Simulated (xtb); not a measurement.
HTe (SMILES [TeH]), doublet, geometry from GFN2-xTB; GFN2-xTB (xtb).

Input for xtb:
```
$ xtb mol.xyz --gfn 2 --uhf 1 --ohess --json

# file mol.xyz
2

Te    -0.00000000    -0.00000000    -0.03110694
H      0.00000000     0.00000000     1.61756080
```

The log (banner, timings and long lists left out):

```
   ID    Z sym.   atoms
    1   52 Te     1
    2    1 H      2

           -------------------------------------------------
          |                Calculation Setup                |
           -------------------------------------------------

           -------------------------------------------------
          |                 G F N 2 - x T B                 |
           -------------------------------------------------

          ...................................................
          :                      SETUP                      :
          :.................................................:
          :  # basis functions                  11          :
          :  # atomic orbitals                  10          :
          :  # shells                            4          :
          :  # electrons                         7          :
          :  max. iterations                   250          :
          :  Hamiltonian                  GFN2-xTB          :
          :  restarted?                      false          :
          :  GBSA solvation                  false          :
          :  PC potential                    false          :
          :  electronic temp.          300.0000000     K    :
          :  accuracy                    1.0000000          :
          :  -> integral cutoff          0.2500000E+02      :
          :  -> integral neglect         0.1000000E-07      :
          :  -> SCF convergence          0.1000000E-05 Eh   :
          :  -> wf. convergence          0.1000000E-03 e    :
          :  Broyden damping             0.4000000          :
          :  net charge                          0          :
          :  unpaired electrons                  1          :
          ...................................................

 iter      E             dE          RMSdq      gap      omega  full diag
   1     -3.5471038 -0.354710E+01  0.857E+00    5.15       0.0  T
   2     -3.5530733 -0.596950E-02  0.190E+00    5.39       1.0  T
   3     -3.5530798 -0.647400E-05  0.103E+00    5.38       1.0  T
   4     -3.5530824 -0.264632E-05  0.512E-02    5.37       1.4  T
   5     -3.5530825 -0.482187E-07  0.996E-03    5.37       7.1  T
   6     -3.5530825 -0.868616E-09  0.464E-03    5.37      15.2  T
   7     -3.5530825 -0.613483E-10  0.175E-04    5.37     404.1  T
   8     -3.5530825  0.790479E-13  0.258E-05    5.37    2744.6  T

   *** convergence criteria satisfied after 8 iterations ***

         :::::::::::::::::::::::::::::::::::::::::::::::::::::
         ::                     SUMMARY                     ::
         :::::::::::::::::::::::::::::::::::::::::::::::::::::
         :: total energy              -3.548273066031 Eh    ::
         :: gradient norm              0.000000080148 Eh/a0 ::
         :: HOMO-LUMO gap              5.371544346419 eV    ::
         ::.................................................::
         :: SCC energy                -3.553082477198 Eh    ::
         :: -> isotropic ES            0.000016646311 Eh    ::
         :: -> anisotropic ES          0.000103006882 Eh    ::
         :: -> anisotropic XC          0.000204640936 Eh    ::
         :: -> dispersion             -0.000309274386 Eh    ::
         :: repulsion energy           0.004809411167 Eh    ::
         :: add. restraining           0.000000000000 Eh    ::
         :: total charge               0.000000000000 e     ::
         :::::::::::::::::::::::::::::::::::::::::::::::::::::

      -----------------------------------------------------------
     |                   =====================                   |
     |                        A N C O P T                        |
     |                   =====================                   |
     |               Approximate Normal Coordinate               |
     |                Rational Function Optimizer                |
      -----------------------------------------------------------
[...]
 * total energy  :    -3.5482731 Eh     change       -0.1492140E-12 Eh
   *** GEOMETRY OPTIMIZATION CONVERGED AFTER 1 ITERATIONS ***
         :: total energy              -3.548273066031 Eh    ::
[...]

           -------------------------------------------------
          |               Frequency Printout                |
           -------------------------------------------------
 vibrational frequencies (cm⁻¹)
eigval :        0.00     0.00     0.00     0.00     0.00  1954.18
 reduced masses (amu)
   1:126.61   2:126.61   3:126.61   4:  2.00   5:  2.00   6:  2.00
 IR intensities (km·mol⁻¹)
   1:  0.00   2:  0.00   3:  0.00   4:  0.15   5:  0.15   6:536.57
 Raman intensities (Ä⁴*amu⁻¹)
   1:  0.00   2:  0.00   3:  0.00   4:  0.00   5:  0.00   6:  0.00
 output can be read by thermo (or use thermo option).
 writing <g98.out> molden fake output.
 recommended (thermochemical) frequency scaling factor: 1.0
           -------------------------------------------------
          |             Thermodynamic Functions             |
           -------------------------------------------------

cin symmetry found (for desy threshold:  0.10E+00) used in thermo

          ...................................................
          :                      SETUP                      :
          :.................................................:
          :  # frequencies                           1      :
          :  # imaginary freq.                       0      :
          :  linear?                              true      :
          :  only rotor calc.                    false      :
          :  symmetry                              cin      :
          :  rotational number                       1      :
          :  scaling factor                  1.0000000      :
          :  rotor cutoff                   50.0000000 cm⁻¹ :
          :  imag. cutoff                  -20.0000000 cm⁻¹ :
          :.................................................:

    mode    ω/cm⁻¹     T·S(HO)/kcal·mol⁻¹    T·S(FR)/kcal·mol⁻¹   T·S(vib)
   ------------------------------------------------------------------------
   ------------------------------------------------------------------------

   temp. (K)  partition function   enthalpy   heat capacity  entropy
                                   cal/mol     cal/K/mol   cal/K/mol   J/K/mol
 298.15  VIB   1.00                    0.448      0.014      0.002
         ROT   33.4                  592.502      1.987      8.961
         INT   33.4                  592.950      2.001      8.962
         TR   0.141E+28             1481.254      4.968     40.450
         TOT                        2074.2040     6.9696    49.4118   206.7392

       T/K    H(0)-H(T)+PV         H(T)/Eh          T*S/Eh         G(T)/Eh
   ------------------------------------------------------------------------
    298.15    0.330545E-02    0.775740E-02    0.234772E-01   -0.157198E-01
   ------------------------------------------------------------------------

         :::::::::::::::::::::::::::::::::::::::::::::::::::::
         ::                  THERMODYNAMIC                  ::
         :::::::::::::::::::::::::::::::::::::::::::::::::::::
         :: total free energy          -3.563992825517 Eh   ::
         ::.................................................::
         :: total energy               -3.548273066031 Eh   ::
         :: zero point energy           0.004451949918 Eh   ::
         :: G(RRHO) w/o ZPVE           -0.020171709403 Eh   ::
         :: G(RRHO) contrib.           -0.015719759485 Eh   ::
         :::::::::::::::::::::::::::::::::::::::::::::::::::::

optimized geometry written to: xtbopt.xyz

           -------------------------------------------------
          | TOTAL ENERGY               -3.548273066031 Eh   |
          | TOTAL ENTHALPY             -3.540515661692 Eh   |
          | TOTAL FREE ENERGY          -3.563992825517 Eh   |
          | GRADIENT NORM               0.000000021284 Eh/α |
          | HOMO-LUMO GAP               5.371543271646 eV   |
           -------------------------------------------------

normal termination of xtb
```
